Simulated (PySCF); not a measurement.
## Two-component Hartree-Fock for Al⁺ (aluminium, charge +1)

Start: [Ne] 3s1 4s1; 3s1/2 filled at m_j = +1/2; 4s1/2 filled at m_j = +1/2. Calculated with PySCF 2.14 in x2c-TZVPall-2c with one added diffuse shell each of s, p type (6s7p2d1f, 44 functions): generalised Hartree-Fock with the X2C-1e Hamiltonian and a Gaussian nucleus; one run each with spin-orbit coupling (SO) switched off, then screened by Boettger's factors. This is a chosen level, not necessarily the ground level.

```tsv
spinor shell	electrons	ε, spin-free (eV)	ε, screened SO (eV)	weight of nominal j (screened SO)	rms radius, screened SO (bohr)
1s1/2	2	-1610.3	-1610.3	1.000	0.139
2s1/2	2	-148.78	-148.77	1.000	0.675
2p1/2	2	-102.27	-102.63	0.916	0.671
2p3/2	4	-102.27	-102.08	0.958	0.673
3s1/2	1	-23.112	-23.112	1.000	2.39
4s1/2	1	-7.267	-7.267	1.000	6.25
```

| quantity | spin-free | screened SO |
| --- | --- | --- |
| E (hartree) | -241.72644 | -241.72659 |
| M_J | 1 | 1 |
| ⟨J²⟩ | 2.000 | 2.000 |
| ⟨L²⟩ | 0.000 | 0.000 |
| ⟨S²⟩ | 2.000 | 2.000 |

Each row is a mean over spinors that exchange with the open shell spreads, by up to 0.838 eV (2s1/2).

Without spin-orbit coupling the j labels of p, d and f shells carry no meaning; the spin-free column gives the mean over the occupied spinors of each nl shell.
